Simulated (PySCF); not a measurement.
Electron correlation in Rh⁺ (rhodium, charge +1)

[Kr] 4d7 5p1, one real determinant (an excited configuration). Calculation: PySCF 2.14, in def2-TZVPPD with the def2 core potential (28 electrons) (6s4p3d2f1g, 56 functions); scalar relativity through the core potential. Frozen: 4s2 4p6; 8 electrons correlated.

```csv
level,correlation energy (mhartree)
CCSD,-172.70
(T),-4.67
CCSD(T),-177.37
```

Diagnostics: T1 = 0.012, D1 = 0.0424, largest double amplitude 0.038.

The real determinant used has ⟨L²⟩ near 14 against 20 for a pure G term, so it mixes terms.

Cost of the coupled-cluster step: roughly 5 core-seconds, for 8 correlated electrons.

The reference is one real determinant that mixes LS terms of this configuration.
